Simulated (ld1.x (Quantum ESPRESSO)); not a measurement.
# indium, TM: configuration errors across variants

```
Element                 : indium
Generator               : ld1.x (Quantum ESPRESSO) 7.5
Type                    : norm-conserving Troullier–Martins (Kleinman–Bylander form)
Functional              : PBE
Relativity              : scalar-relativistic
Frozen core             : [Kr] 4d10
Valence charge          : 3
Reference configuration : 5s1 5p0 (charge +2)
Partial waves           : 5s (bound): rc 1.80 bohr; 5d channel at 0.05 Ry: rc 2.20 bohr; 5p (bound, empty): rc 2.45 bohr
Local potential         : the p channel
Core correction         : none
```

All-electron excitation energies from the reference (eV): (1) 5s2 5p1 -24.598; (2) 5s2 5p0 -19.235; (3) 5s2 5p0.5 -22.657; (4) 5s1 5p1 -12.642; (5) 5s0 5p3 -12.651; (6) 5s1 5p2 -18.757; (7) 5s2 5p1.3 -25.130.

3 further variants failed, have other tests or another functional or relativity, and are left out.

A true bound ghost makes a file unfit for plane-wave use even where its test errors are small: the radial tests pick states by their node count and pass the ghost by.

Errors AE − PS in meV (a dash: test not solved or not reliable):

| change | (1) | (2) | (3) | (4) | (5) | (6) | (7) | bound ghosts |
| --- | --- | --- | --- | --- | --- | --- | --- | --- |
| base | +387 | +179 | +288 | +171 | +478 | +393 | +431 | d |
| core correction a·sin(br)/r model core inside 1.28 bohr | -161 | -98 | -137 | -33 | -31 | -75 | -169 | d |
| wave 5d channel at 0.05 Ry: rc 2.20 bohr becomes 5d channel at 0.96 Ry: rc 2.20 bohr | +387 | +179 | +288 | +171 | +478 | +393 | +431 | d |
| all radii scaled by about 1.04 (s 1.88, p 2.56, d 2.30 bohr) | +387 | +180 | +289 | +170 | +473 | +390 | +431 | d |
| wave 5p (bound): rc 2.45 bohr becomes 5p (bound): rc 2.96 bohr | +407 | +190 | +304 | +173 | +478 | +400 | +453 | d |
| wave 5d channel at 0.05 Ry: rc 2.20 bohr becomes 5d channel at 0.05 Ry: rc 1.48 bohr | +387 | +179 | +288 | +171 | +478 | +393 | +431 | none |
| wave 5s (bound): rc 1.80 bohr becomes 5s (bound): rc 1.82 bohr | +387 | +179 | +288 | +170 | +474 | +392 | +431 | d |

Problem. Give the same row for: local potential all-electron potential smoothed inside 2.30 bohr (lloc = -2).

Solution. +384, +177, +286, +171, +482, +395, +429; bound ghosts: d.
